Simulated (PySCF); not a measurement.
## Trend along the halogens: MCl cations

PBE0 with triple-zeta basis sets in PySCF, for the lowest determinant that a PBE0 search found; no spin–orbit coupling. De refers to high-spin ground-configuration atoms (the charge goes to the atom of lower measured ionisation energy or higher electron affinity, which is not always the lowest computed limit). A positive dipole points towards Cl; it is taken about the centre of mass and depends on that origin.

```csv
M,basis,charged atom,state (unpaired electrons),Re (Å),ωe (cm⁻¹),De (eV),μ (D)
F,def2-TZVPPD,Cl+,doublet (π ↑),1.525,983,3.11,1.68
Cl,def2-TZVPPD,Cl+,doublet (π ↑),1.883,679,4.23,n/a
I,def2-TZVPP,I+,doublet (π ↑),2.225,460,2.81,-0.04
```

The shortest bond is that of ClF⁺ (1.525 Å), the longest that of ICl⁺ (2.225 Å). Cl₂⁺ is bound most strongly (4.23 eV) and ICl⁺ least (2.81 eV).

The rows differ in basis set, which adds steps of its own.

Down a group the atoms grow and get heavier, so bonds lengthen and wavenumbers fall; this series shows no clear exception.

These are scalar-relativistic numbers at best; spin–orbit coupling would shift them, the dissociation energy most. For an ion De counts to the pair picked by the measured ionisation energies or electron affinities, which need not be the lowest pair at this level. States were picked by a PBE0 search and need not be the measured ground states.
